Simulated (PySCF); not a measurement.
SMILES O1B(OB([OH+]B1C)C)C (C₃H₁₀B₃O₃ (cation, charge +1)), GFN2-xTB optimised geometry.

```
19

C      2.59     0.34     0.01
B      1.04     0.21     0.01
O      0.20     1.31     0.00
B     -1.11     1.31     0.00
C     -2.05     2.56     0.00
O     -1.72    -0.03     0.01
B     -0.90    -1.24     0.02
C     -1.61    -2.63     0.02
O      0.40    -1.02     0.02
H      2.94     0.63    -0.98
H      3.09    -0.58     0.27
H      2.93     1.13     0.68
H     -2.03     3.05     0.97
H     -1.71     3.31    -0.71
H     -3.09     2.33    -0.22
H     -2.68    -0.11     0.02
H     -2.68    -2.59     0.23
H     -1.16    -3.31     0.75
H     -1.49    -3.13    -0.94
```

Density from PBE0/def2-SVP (PySCF) at that geometry.

Minimum of the electron density along straight lines between bonded atoms, close to the bond critical point (lines longer than 1.1 times the sum of covalent radii, or with two minima, are not listed):

```csv
bond,length / Å,ρ at the minimum / e bohr⁻³,∇²ρ there / e bohr⁻⁵,position (fraction from the first atom)
C1–B2,1.560,0.197,-0.34,0.67
B2–O3,1.383,0.188,0.98,0.33
O3–B4,1.315,0.231,1.28,0.67
B4–C5,1.564,0.195,-0.35,0.33
B4–O6,1.469,0.142,0.76,0.33
O6–B7,1.468,0.143,0.76,0.67
B7–C8,1.564,0.195,-0.35,0.33
B2–O9,1.382,0.188,0.99,0.33
B7–O9,1.315,0.230,1.27,0.33
C1–H10,1.090,0.267,-0.96,0.63
C1–H11,1.085,0.275,-1.02,0.64
C1–H12,1.087,0.272,-0.99,0.63
C5–H13,1.090,0.269,-0.98,0.64
C5–H14,1.088,0.272,-1.01,0.64
C5–H15,1.086,0.273,-0.99,0.63
O6–H16,0.967,0.340,…,0.83
C8–H17,1.086,0.273,-0.99,0.63
C8–H18,1.088,0.272,-1.01,0.64
C8–H19,1.090,0.269,-0.98,0.64
```

**Question.** Some entries are withheld; supply them.

**Answer.** 
- O6–H16, ∇²ρ there / e bohr⁻⁵: -2.84
